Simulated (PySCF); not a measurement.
## Two-component Hartree-Fock for Zn⁹⁺ (zinc, charge +9)

Start: [Ar] 3d3; 3d3/2 filled at m_j = -1/2, +1/2, +3/2. Calculated with PySCF 2.14 in an even-tempered Gaussian basis (17 s from 0.53 bohr⁻², ratio 2.8; 12 p from 0.69 bohr⁻², ratio 2.8; 8 d from 0.69 bohr⁻², ratio 2.8; 4 f from 2.6 bohr⁻², ratio 3): generalised Hartree-Fock with the X2C-1e Hamiltonian and a Gaussian nucleus; one run each with spin-orbit coupling (SO) switched off, then screened by Boettger's factors.

```tsv
spinor shell	electrons	ε, spin-free (eV)	ε, screened SO (eV)	weight of nominal j (screened SO)	rms radius, screened SO (bohr)
1s1/2	2	-9967.6	-9967.4	1.000	0.0580
2s1/2	2	-1475.9	-1475.8	1.000	0.244
2p1/2	2	-1306.9	-1324.6	0.985	0.217
2p3/2	4	-1306.9	-1298.2	0.992	0.219
3s1/2	2	-370.67	-370.63	1.000	0.678
3p1/2	2	-314.38	-324.43	0.640	0.685
3p3/2	4	-314.38	-309.38	0.820	0.695
3d3/2	3	-240.47	-240.57	0.643	0.678
```

```csv
quantity,spin-free,screened SO
E (hartree),-1764.15113,-1764.21888
M_J,3/2,3/2
⟨J²⟩,6.753,6.445
⟨L²⟩,12.002,11.973
⟨S²⟩,3.751,3.735
```

The determinant has a definite M_J but mixes levels of different J.

Each row is a mean over spinors that exchange with the open shell spreads, by up to 10.514 eV (3s1/2).

Rows whose weight is well below 1 are mixtures of j = l ± 1/2: exchange outweighs spin-orbit coupling there, and the label is only the starting occupation.

Without spin-orbit coupling the j labels of p, d and f shells carry no meaning; the spin-free column gives the mean over the occupied spinors of each nl shell, and its ⟨J²⟩ belongs to a mixture of degenerate components.
